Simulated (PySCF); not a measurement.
## Cobalt: a sound run and one with changed settings

Sound run: Co [Ar] 3d7 4s2, Co⁺ [Ar] 3d8. Calculation: PySCF 2.14, in aug-cc-pVDZ-DK; the spin-free X2C one-electron Hamiltonian (Gaussian nucleus). In the sound run the correlated levels freeze [Ar]. The sound run starts from symmetry-adapted Hartree-Fock orbitals and uses a fine grid where one is needed.

Changed run: the non-relativistic Hamiltonian (point nucleus). This setting is unsound on purpose.

| species | method | sound run (hartree) | changed run (hartree) | converged |
| --- | --- | --- | --- | --- |
| Co | UHF | -1391.87928 | -1376.26087 | yes |
| Co | M06-L | -1393.16651 | -1377.54595 | yes |
| Co | PBE | -1393.00431 | -1377.38753 | yes |
| Co | MP2 | -1392.09714 | -1376.47542 | yes |
| Co⁺ | UHF | -1391.57516 | -1375.97895 | yes |
| Co⁺ | M06-L | -1392.88423 | -1377.28875 | yes |
| Co⁺ | PBE | -1392.71393 | -1377.12276 | yes |
| Co⁺ | MP2 | -1391.82053 | -1376.22186 | yes |

Ionisation energy of Co:

```tsv
method	sound run (eV)	changed run (eV)
UHF	8.276	7.671
M06-L	7.681	6.999
PBE	7.902	7.205
MP2	7.527	6.900
SCS-MP2	7.601	6.980
```

Most of the change in total energy is the relativistic energy itself. On top of that the contraction fixes the core shape for the Hamiltonian it was made with, so the changed run is not a good calculation with the other Hamiltonian either.

For comparison, NIST gives 7.881 eV between the lowest levels.
